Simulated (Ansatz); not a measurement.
Born–Oppenheimer molecular dynamics of a periodic cell of 17 atoms, Be16N (host Be, host structure hcp, interstitial N). It goes on from the last frame of an earlier run, with new velocities.

Method: Ansatz, DFT PBE-D3(BJ), scalar-relativistic, plane waves, PAW. Settings: accuracy low, cutoff 420 eV, k mesh 3x3x2, fermi-dirac smearing 0.15 eV, no spin polarisation.

```json
{"ensemble": "NVE (velocity Verlet)", "time step": "1 fs", "steps asked": "300", "starting velocities drawn for": "1260 K", "seed": "449912"}
```

First frame:

```xyz
17
Lattice="-2.2900 -3.9664 0.0000 3.4350 -1.9832 0.0000 0.0000 0.0000 7.1769" Properties=species:S:1:pos:R:3
Be -0.112 -4.083 0.123
Be 0.017 -2.732 1.683
Be 0.164 -3.962 3.558
Be 0.064 -2.512 5.573
Be -1.150 -1.969 -0.016
Be 2.223 -2.544 1.767
Be -1.038 -2.142 3.458
Be 2.344 -2.662 5.511
Be 1.218 -2.036 0.028
Be 1.286 -0.632 1.755
Be 1.175 -1.839 3.643
Be 1.069 -0.738 5.410
Be 0.113 -0.245 0.014
Be 1.227 -4.651 1.599
Be 0.035 0.069 3.494
Be 0.828 -4.402 5.452
N -0.140 -1.331 4.479
```

**Question.** What does the run give?

**Answer.** All steps were run.

| Property | Result |
| --- | --- |
| steps done | 300 |
| time covered | 300 fs |
| mean temperature over the second half | 1009 K |
| spread of the potential energy over the second half | 17.4 meV per atom |
| mean potential energy of the second half above the start | 30.6 meV per atom |

The conserved energy stayed within 0.19 meV per atom of its start (net change 0.055 meV per atom), so the integration is sound. A run of 0.3 ps of so small a system gives no equilibrium averages. Limits of this set-up: coarse k mesh, odd electron count without spin, low accuracy level.

**Question.** What happens to the structure?

**Answer.** Mean squared displacements from the first frame to the last, about the centre of mass: Be 0.05 Å², N 0.01 Å². The details hang on the random start.

**Question.** How do temperature and energy run in time?

**Answer.** 
```
time (fs)  T (K)  potential energy less start (eV)  conserved less start (meV/atom)
      0.0   1260                             0.000                             0.00
     15.0    800                             0.954                             0.15
     30.0   1037                             0.462                             0.07
     45.0    863                             0.824                             0.10
     60.0   1224                             0.076                             0.03
     75.0    944                             0.656                             0.10
     90.0    985                             0.570                             0.07
    105.0    871                             0.807                             0.11
    120.0   1130                             0.270                             0.04
    135.0    817                             0.918                             0.08
    150.0    949                             0.645                             0.12
    165.0   1230                             0.062                             0.07
    180.0    700                             1.160                             0.17
    195.0   1246                             0.029                             0.01
    210.0    838                             0.875                             0.16
    225.0    999                             0.542                             0.08
    240.0   1011                             0.515                             0.05
    255.0   1016                             0.505                             0.01
    270.0    960                             0.621                             0.09
    285.0    924                             0.697                             0.13
    300.0   1195                             0.135                             0.06
```

Run time: 6.2 min on 1 thread of Intel(R) Xeon(R) Platinum 8488C (Sapphire Rapids) (shared host), peak memory 0.42 GiB.
